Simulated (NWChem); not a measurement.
C$_{2}$H$_{6}$GeO, singlet; SMILES C[O][Ge][CH3]

```xyz
10

Ge     0.4386    -0.6719    -0.0001
C     -1.5853    -0.8458     0.0000
H     -1.8457    -1.9103    -0.0059
H     -2.0366    -0.3758    -0.8833
H     -2.0331    -0.3871     0.8911
O      0.6432     1.1264     0.0004
C     -0.3336     2.1513    -0.0002
H     -1.3610     1.7677     0.0103
H     -0.1894     2.7881     0.8822
H     -0.2030     2.7753    -0.8939
```
Atoms are numbered in this order, from 1.

Program: NWChem. Medium grid unless said otherwise, to which SCAN and Minnesota functionals are sensitive. Low-valent species are run as closed-shell singlets; no triplet was tried in these runs. The geometry was optimised at B3LYP/6-31G* (spherical d).

For level r2SCAN0/def2-SVP:

- highest occupied level (eV): -6.64
- orbital gap (eV): 4.89

Problem. Estimate the same quantities for level B97-2/def2-SVP.

Solution. 
| Quantity | Value |
|---|---|
| highest occupied level (eV) | -6.24 |
| orbital gap (eV) | 4.42 |
